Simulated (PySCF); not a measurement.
AlH3, SMILES [AlH3]. The structure is a stationary point at ωB97X-D3(BJ)/def2-TZVPD. The isomer is the one that the SMILES or the coordinates give; other isomers of the formula were not compared.

TDA-LC-ωPBE/def2-TZVPD run with PySCF puts the lowest singlet excitations at 5.64, 5.64, 8.42, 8.66, 8.66, 9.05 eV and the lowest triplet (TDA) at 5.00 eV.

### Question
What are the lowest singlet roots from PySCF with EOM-CCSD/aug-cc-pVDZ? (An estimate is asked for; the answer gives what the named calculation found.)

### Answer
5.53, 5.53, 8.40, 8.44, 8.44, 8.81 eV; triplets 5.15, 5.15, 7.56 eV. S1 differs by -0.11 eV (second minus first; roots are paired by order, and the bases may differ).
